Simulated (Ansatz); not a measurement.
`N=[C](F)[Zn][F]` + HCl → `[F][Zn][Cl]` + `N=CF`  (ligand exchange at a Zn–C bond)

Gas-phase electronic energies from Ansatz, PBE0-D4/def2-TZVP geometries. CCSD(T)/CBS is the MP2 limit (def2-TZVPP, def2-QZVPP) plus CCSD(T) − MP2 in def2-TZVPP, frozen cores. This one scheme is used for every species. Functionals use def2-TZVPP. For Zn outer-core shells are correlated without core-valence functions, which leaves a few kJ/mol of doubt a bond. Scalar relativity is left out up to krypton. One conformer a species, not always the lowest.

```csv
level,ΔE (kJ/mol)
revPBE-D4,-110.2
BLYP-D4,-110.3
B97M-V,-128.1
BHLYP-D4,-141.8
PBE-QIDH,-136.0
CCSD(T)/def2-TZVPP,-127.1
HF/CBS(def2),-173.0
MP2/CBS(def2),-136.8
```

Q: What does CCSD(T)/CBS give? (An estimate is asked.)

A: Computed: -136.0 kJ/mol. The listed levels differ from it by 25.8, 25.7, 7.9, -5.8, 0.0, 8.9, -37.0, -0.8 kJ/mol.

Largest T1 diagnostic among the species: 0.017.

Leaving LDA and LC-ωPBE aside and taking each functional with its dispersion term where it has one, the values spread over 31.6 kJ/mol, from BHLYP-D4 to revPBE-D4. LDA lies +5.6 kJ/mol from PBE without D4. From PBE to PBE0 (25 % exact exchange), in def2-TZVPP and without D4, ΔE moves by −16.1 kJ/mol. In def2-TZVPP, CCSD(T) changes the Hartree–Fock value by +41.4 kJ/mol (the triples alone add +5.9 kJ/mol) and MP2 by +40.6 kJ/mol.

CCSD(T)/CBS has its own doubt, a few kJ/mol and more with outer-core shells, so smaller differences from it don't rank the levels.
